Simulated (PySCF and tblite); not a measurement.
Results of a calculation; reference values are marked as such.
System: C6H8FN, numbered as in [CH:1]#[C:2][C@@H:3]1[CH2:4][C@H:5]([CH2:6][F:7])[NH:8]1.

Motion: pyramidal inversion at N8. GFN2-xTB gives an electronic barrier of 5.5 kcal/mol and a reaction energy of 1.7 kcal/mol.

(1) What does revPBE/pcSseg-1 + D3(BJ) give on GFN2-xTB geometries?

Programs: tblite and PySCF.

Results:

(1) A barrier of 5.1 kcal/mol, 0.4 below the tight-binding barrier (from unrounded values), a reaction energy of 0.3 kcal/mol and, with GFN2-xTB thermal terms, ΔG‡(298 K) = 4.0 kcal/mol and k = 7.5×10⁹ s⁻¹ (1 equivalent path).
